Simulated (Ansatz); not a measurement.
Ansatz results at the PBE0-D4/def2-TZVP geometry: LUMO energy (PBE/def2-TZVPP) -2.47 eV; HOMO–LUMO gap (PBE/def2-TZVPP) 2.65 eV; HOMO energy (PBE/def2-TZVPP) -5.12 eV.

Each molecule was computed in one conformer, which needn't be the lowest.

Q: Which molecule gave them?
A. `[NH2][Al]1[CH2][CH]1Cl`
B. `OC[SiH](F)S`
C. `B[Si](C)(F)Cl`
D. `CBCC(O)=S`

A: D. The others give `B[Si](C)(F)Cl`: -3.65, 3.31, -6.96; `[NH2][Al]1[CH2][CH]1Cl`: -1.42, 3.50, -4.92; `OC[SiH](F)S`: -0.84, 5.46, -6.30.
